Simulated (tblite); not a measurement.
Species: C2H5F3P2Si.
Atom-mapped SMILES: `[F:1][C:2]([F:3])([F:4])/[P:5]=[P:6]/[CH2:7][SiH3:8]` (hydrogens: H9, H10 on C7; H11, H12, H13 on Si8)

Computed with GFN2-xTB (tblite), gas phase: Langevin dynamics at 300 K from the optimised GFN2-xTB geometry, time step 0.5 fs, friction 0.01 fs⁻¹, 2000 steps. Over the second half of the run the saved frames average 317 K.

The optimised geometry, where the run starts:
```
atom  x, y, z in Å
F1      3.870   -1.251    0.381
C2      2.933   -0.303    0.234
F3      3.261    0.389   -0.872
F4      3.083    0.543    1.266
P5      1.225   -1.080    0.075
P6      0.246    0.501    0.894
C7     -1.493   -0.069    0.724
Si8    -2.240    0.422   -0.978
H9     -2.077    0.404    1.515
H10    -1.566   -1.147    0.851
H11    -2.078    1.865   -1.160
H12    -3.654    0.051   -0.942
H13    -1.515   -0.324   -2.006
```

t = 25 fs, T = 169 K, E(pot) 0.239 eV above the start
```
atom  x, y, z in Å  |  force x, y, z in eV/Å
F1      3.860   -1.247    0.347    0.134   0.335   0.152
C2      2.939   -0.263    0.242   -0.961  -1.429  -0.544
F3      3.233    0.425   -0.858    0.100   0.151  -0.468
F4      3.068    0.567    1.246    0.316   0.437   0.874
P5      1.208   -1.129    0.124    1.000  -0.223  -0.380
P6      0.269    0.456    0.901   -0.500   0.787   0.165
C7     -1.492   -0.041    0.743    0.303  -1.027  -0.865
Si8    -2.311    0.407   -1.020    0.585   0.204   1.007
H9     -2.003    0.464    1.520   -0.694   0.718   0.608
H10    -1.597   -1.120    0.998    0.038   0.542  -0.513
H11    -2.170    1.914   -1.140   -0.154  -0.897  -0.028
H12    -3.664   -0.097   -0.749    0.005   0.170  -0.274
H13    -1.616   -0.337   -2.094   -0.171   0.231   0.264
```

t = 300 fs, T = 380 K, E(pot) 0.431 eV above the start
```
atom  x, y, z in Å  |  force x, y, z in eV/Å
F1      3.624   -1.266    0.726    2.823  -2.174   0.983
C2      2.697   -0.462    0.449   -2.403   1.634  -0.091
F3      2.989    0.039   -0.757   -0.346   0.203  -0.567
F4      2.776    0.592    1.298    0.081   0.133   0.117
P5      1.052   -1.383    0.643   -0.027   0.193  -0.459
P6     -0.096    0.288    0.587   -0.487  -0.171  -0.424
C7     -1.775   -0.529    0.451    0.794  -0.801  -0.687
Si8    -2.862   -0.192   -1.134   -0.580  -0.502   0.563
H9     -2.330   -0.165    1.263   -0.894   0.734   1.096
H10    -1.657   -1.603    0.668   -0.051   0.216  -0.385
H11    -2.707    1.251   -1.319    0.062  -0.095  -0.292
H12    -4.324   -0.454   -0.788    0.795   0.179  -0.038
H13    -2.609   -1.208   -2.183    0.234   0.450   0.184
```

t = 375 fs, T = 355 K, E(pot) 0.546 eV above the start
```
atom  x, y, z in Å  |  force x, y, z in eV/Å
F1      3.661   -1.228    0.877   -0.893   0.686  -0.128
C2      2.603   -0.372    0.678   -0.260  -1.103  -0.136
F3      2.780    0.146   -0.565    0.132   0.241   0.928
F4      2.686    0.556    1.650    0.040  -0.141  -0.833
P5      0.904   -1.363    0.654    0.949   0.253   0.156
P6     -0.367    0.218    0.665   -0.225  -0.263  -0.007
C7     -1.933   -0.779    0.571   -1.503   2.577  -0.084
Si8    -2.797   -0.545   -1.158    0.318  -1.312  -0.609
H9     -2.741   -0.143    1.182    1.664  -1.730  -0.458
H10    -1.777   -1.790    0.848   -0.267  -0.586   0.535
H11    -2.935    0.874   -1.162   -0.277   0.824  -0.198
H12    -4.115   -1.296   -1.244    0.828   0.434   0.161
H13    -1.886   -0.951   -2.303   -0.507   0.120   0.675
```

t = 425 fs, T = 373 K, E(pot) 0.500 eV above the start
```
atom  x, y, z in Å  |  force x, y, z in eV/Å
F1      3.545   -1.399    0.932   -0.730   0.096   0.343
C2      2.490   -0.575    0.782    0.089   0.777   0.719
F3      2.813    0.150   -0.299   -0.432   0.057   0.030
F4      2.506    0.330    1.857    0.145  -1.027  -1.054
P5      0.752   -1.436    0.714    0.790   0.434  -0.023
P6     -0.426    0.234    0.755    0.017  -0.867  -0.071
C7     -2.035   -0.740    0.682    0.915   0.571  -1.505
Si8    -2.729   -0.659   -1.161    2.034   1.978   0.678
H9     -2.661   -0.159    1.308   -0.871  -0.094   0.769
H10    -1.865   -1.767    0.964   -0.227  -0.077   0.388
H11    -3.161    0.835   -1.175    0.186  -1.238  -0.291
H12    -3.683   -1.658   -1.403   -0.943  -0.784  -0.205
H13    -1.429   -0.902   -1.943   -0.974   0.175   0.222
```

t = 550 fs, T = 338 K, E(pot) 0.377 eV above the start
```
atom  x, y, z in Å  |  force x, y, z in eV/Å
F1      3.290   -1.611    1.199    0.002  -0.267  -0.650
C2      2.437   -0.667    0.787    0.835   1.243   0.501
F3      3.051    0.092   -0.180   -0.373  -0.845   0.388
F4      2.394    0.160    1.856   -0.269   0.330   0.076
P5      0.781   -1.349    0.331   -0.758  -0.233  -0.196
P6     -0.364    0.188    1.056   -0.509  -0.367  -0.068
C7     -2.088   -0.498    0.807    0.022  -0.882  -0.527
Si8    -2.853   -0.493   -0.973   -0.664   0.759   0.202
H9     -2.882    0.063    1.274    0.394   0.460   0.872
H10    -2.166   -1.542    1.188    0.234   0.687  -0.167
H11    -2.724    0.945   -1.449    0.006  -0.915   0.096
H12    -4.349   -0.771   -0.791    0.952   0.123  -0.146
H13    -2.201   -1.577   -1.669    0.129  -0.092  -0.381
```

t = 575 fs, T = 317 K, E(pot) 0.416 eV above the start
```
atom  x, y, z in Å  |  force x, y, z in eV/Å
F1      3.145   -1.673    1.126    1.145   0.029   0.621
C2      2.443   -0.596    0.814   -1.884  -0.032  -0.334
F3      3.019    0.047   -0.188    0.640   0.201  -0.369
F4      2.359    0.283    1.830    0.447  -0.407   0.128
P5      0.800   -1.368    0.269   -0.655   0.267  -0.024
P6     -0.363    0.102    1.066   -0.426   0.208   0.005
C7     -2.112   -0.452    0.777   -0.129  -0.582  -0.353
Si8    -2.868   -0.513   -1.003    1.069   0.347  -0.414
H9     -2.870    0.098    1.339    0.551   0.539   0.192
H10    -2.200   -1.448    1.194    0.143  -0.455  -0.001
H11    -2.486    0.718   -1.683   -0.052   0.389   0.085
H12    -4.269   -0.485   -0.704   -0.622  -0.249  -0.069
H13    -2.320   -1.462   -1.994   -0.227  -0.254   0.532
```

t = 700 fs, T = 363 K, E(pot) 0.448 eV above the start
```
atom  x, y, z in Å  |  force x, y, z in eV/Å
F1      2.883   -1.578    1.229    0.367  -0.275  -0.436
C2      2.213   -0.572    0.651   -0.291   0.261   0.846
F3      3.026    0.095   -0.167   -0.050  -0.357  -0.209
F4      2.001    0.272    1.694    0.076   0.356   0.001
P5      0.575   -1.233   -0.012    0.366   0.389   0.108
P6     -0.564    0.056    1.093    0.438  -0.592  -0.449
C7     -2.129   -0.718    0.632   -1.022  -0.667  -0.638
Si8    -2.871   -0.314   -1.123   -1.496   0.998   0.994
H9     -2.810   -0.555    1.458   -0.505   0.488  -0.075
H10    -2.162   -1.809    0.528    0.793  -0.054   0.300
H11    -3.203    1.137   -1.150    0.140  -0.252   0.042
H12    -4.237   -0.981   -1.020    0.893   0.138  -0.295
H13    -2.006   -0.517   -2.252    0.292  -0.433  -0.189
```

t = 750 fs, T = 330 K, E(pot) 0.515 eV above the start
```
atom  x, y, z in Å  |  force x, y, z in eV/Å
F1      3.030   -1.575    1.162   -0.580  -0.037  -0.495
C2      2.221   -0.533    0.739    0.946  -1.347  -0.019
F3      2.999    0.124   -0.117    0.093   0.591  -0.134
F4      2.081    0.150    1.847   -0.403   1.066   0.491
P5      0.700   -1.183   -0.132   -0.633  -0.167   0.174
P6     -0.608    0.031    0.872   -0.062   0.180   0.464
C7     -2.305   -0.617    0.509    0.389  -1.684   0.605
Si8    -3.011   -0.182   -1.171    0.327   1.831  -0.824
H9     -3.086   -0.317    1.231    0.818   0.105   0.029
H10    -2.202   -1.735    0.626   -0.231   0.896  -0.182
H11    -3.493    1.238   -0.937   -0.200  -0.720  -0.100
H12    -4.055   -1.166   -1.440    0.107   0.064  -0.242
H13    -1.879    0.220   -2.100   -0.571  -0.780   0.232
```

t = 975 fs
```
atom  x, y, z in Å
F1      3.201   -1.631    0.799
C2      2.143   -0.850    0.772
F3      2.457    0.124   -0.118
F4      2.095   -0.310    1.995
P5      0.628   -1.763    0.183
P6     -0.658   -0.421    0.951
C7     -2.369   -0.991    0.539
Si8    -3.417    0.117   -0.709
H9     -2.871   -1.008    1.464
H10    -2.195   -2.029    0.026
H11    -4.074    0.946    0.248
H12    -4.325   -0.769   -1.415
H13    -2.747    1.030   -1.643
```

Question: Estimate the potential energy and the forces of this last frame.

Answer: 0.436 eV above the start.

```json
{"atom": "F1", "Fx (eV/Å)": "0.720", "Fy (eV/Å)": "-0.858", "Fz (eV/Å)": "-0.095"}
{"atom": "C2", "Fx (eV/Å)": "-0.062", "Fy (eV/Å)": "0.496", "Fz (eV/Å)": "-0.240"}
{"atom": "F3", "Fx (eV/Å)": "-0.134", "Fy (eV/Å)": "0.183", "Fz (eV/Å)": "0.289"}
{"atom": "F4", "Fx (eV/Å)": "-0.282", "Fy (eV/Å)": "0.383", "Fz (eV/Å)": "0.036"}
{"atom": "P5", "Fx (eV/Å)": "-0.178", "Fy (eV/Å)": "-0.698", "Fz (eV/Å)": "-0.369"}
{"atom": "P6", "Fx (eV/Å)": "-0.352", "Fy (eV/Å)": "1.015", "Fz (eV/Å)": "0.479"}
{"atom": "C7", "Fx (eV/Å)": "1.514", "Fy (eV/Å)": "-1.332", "Fz (eV/Å)": "-2.784"}
{"atom": "Si8", "Fx (eV/Å)": "0.675", "Fy (eV/Å)": "-0.300", "Fz (eV/Å)": "0.248"}
{"atom": "H9", "Fx (eV/Å)": "-0.692", "Fy (eV/Å)": "-0.463", "Fz (eV/Å)": "0.836"}
{"atom": "H10", "Fx (eV/Å)": "-0.769", "Fy (eV/Å)": "1.457", "Fz (eV/Å)": "1.170"}
{"atom": "H11", "Fx (eV/Å)": "-0.571", "Fy (eV/Å)": "0.565", "Fz (eV/Å)": "0.458"}
{"atom": "H12", "Fx (eV/Å)": "-0.058", "Fy (eV/Å)": "-0.157", "Fz (eV/Å)": "-0.089"}
{"atom": "H13", "Fx (eV/Å)": "0.190", "Fy (eV/Å)": "-0.290", "Fz (eV/Å)": "0.062"}
```

The bond farthest from its length at the start is C7–H10 (1.171 against 1.089 Å), and half the difference of its two atoms' forces along it is -2.27 eV/Å (positive lengthens). The largest atomic force is 3.44 eV/Å.

The cost below is that of the whole dynamics run. The run took 13 s of wall time on one thread, Arm Neoverse V2 (aarch64), shared host with 96 logical CPUs at a one-minute load of 39, and the process peaked at 0.18 GiB of memory.
